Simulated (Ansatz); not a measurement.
Relaxation of AlClFH₂N (6 atoms, charge 0, multiplicity 1), to a largest force component of 0.02 eV/Å in at most 40 steps.

All numbers below come from RKS r2SCANh/def2-SVP (Ansatz 0.2.0).

```xyz
6
Properties=species:S:1:pos:R:3
Al 0.000 0.000 0.000
Cl 0.000 0.000 2.230
N 1.663 0.000 -0.960
H 2.129 -0.918 -1.212
H 2.114 0.918 -1.238
F -1.464 0.000 -0.845
```

**Question.** Where does it end, and by what steps?

**Answer.** The forces met the threshold. After 10 steps the energy has fallen by 0.960 eV; H5 moved furthest, 1.02 Å.

```json
{"step": "0", "energy less start (eV)": "0.0000", "largest force component (eV/Å)": "2.065", "accepted": "yes"}
{"step": "1", "energy less start (eV)": "-0.5437", "largest force component (eV/Å)": "0.992", "accepted": "yes"}
{"step": "2", "energy less start (eV)": "-0.6119", "largest force component (eV/Å)": "0.578", "accepted": "yes"}
{"step": "3", "energy less start (eV)": "-0.6206", "largest force component (eV/Å)": "0.192", "accepted": "yes"}
{"step": "4", "energy less start (eV)": "-0.6489", "largest force component (eV/Å)": "0.752", "accepted": "yes"}
{"step": "5", "energy less start (eV)": "-0.7190", "largest force component (eV/Å)": "0.960", "accepted": "yes"}
{"step": "6", "energy less start (eV)": "-0.8311", "largest force component (eV/Å)": "0.730", "accepted": "yes"}
{"step": "7", "energy less start (eV)": "-0.8906", "largest force component (eV/Å)": "1.122", "accepted": "yes"}
{"step": "8", "energy less start (eV)": "-0.9576", "largest force component (eV/Å)": "0.214", "accepted": "yes"}
{"step": "9", "energy less start (eV)": "-0.9588", "largest force component (eV/Å)": "0.114", "accepted": "yes"}
{"step": "10", "energy less start (eV)": "-0.9600", "largest force component (eV/Å)": "0.007", "accepted": "yes"}
```

```xyz
6
Properties=species:S:1:pos:R:3
Al 0.071 0.039 0.000
Cl -0.014 -0.524 2.006
N 1.571 -0.008 -0.898
H 2.465 -0.294 -0.518
H 1.670 0.247 -1.873
F -1.322 0.539 -0.742
```

Whether the end is a true minimum wasn't checked by a vibrational analysis.

Time of the run: 54 s on 1 thread of Arm Neoverse V1, on a shared host, peak memory 0.18 GiB.
